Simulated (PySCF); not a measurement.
C3H8OSi2, SMILES C1C[Si@@H](O)[SiH2]C=1.

Coordinates come from a PBE-D3(BJ)/def2-SVP optimisation. The structure was generated by enumeration; whether it is a known compound was not checked. The values are those of a single conformer.

Level of theory: PBE-D3(BJ)/def2-SVP (PySCF).

Frequencies are harmonic and unscaled.

Computed vibrational spectrum:
```
mode  ν (cm⁻¹)  IR (km/mol)  moving atoms (share of kinetic energy)
----  --------  -----------  --------------------------------------
1           51          0.6                  C 39 %, H 34 %, O 20 %
2          139         17.5                 H 43 %, O 31 %, Si 23 %
3          210         34.1          H 70 %, Si 11 %, C 11 %, O 9 %
4          221         48.8         O 46 %, H 32 %, Si 12 %, C 11 %
5          288          0.4                          H 51 %, C 49 %
6          349          9.1                  Si 59 %, C 30 %, H 9 %
7          408          3.8                         Si 66 %, H 27 %
8          468          2.7                         H 58 %, Si 36 %
9          551          5.9                          H 72 %, C 21 %
10         555         37.8                 C 56 %, Si 25 %, H 18 %
11         624          5.9                          H 63 %, C 29 %
12         645         28.3                          H 66 %, C 26 %
13         671         59.0                 H 52 %, C 26 %, Si 22 %
14         682         52.7                  H 71 %, C 20 %, Si 9 %
15         749         18.3                          H 81 %, C 17 %
16         767        135.4                  H 54 %, O 28 %, C 13 %
17         819         34.9                 H 45 %, C 39 %, Si 14 %
18         857        146.1                 H 36 %, Si 34 %, O 24 %
19         887         66.7                 H 76 %, O 14 %, Si 10 %
20         904         72.6                                  H 94 %
21         920         17.8                          H 52 %, C 47 %
22         965          1.1                          H 83 %, C 17 %
23        1077         16.0                          H 86 %, C 14 %
24        1086         11.0                          H 83 %, C 16 %
25        1192          6.5                          H 57 %, C 43 %
26        1293          0.6                          H 69 %, C 31 %
27        1347         11.3                          H 90 %, C 10 %
28        1591         37.2                                  C 94 %
29        2134        107.3                                  H 97 %
30        2138         85.4                                  H 96 %
31        2184        125.4                                  H 97 %
32        2955          6.4                                  H 94 %
33        3004          3.1                           H 91 %, C 9 %
34        3039         21.6                                  H 92 %
35        3095          9.9                           H 92 %, C 8 %
36        3765         66.2                                  H 94 %
```
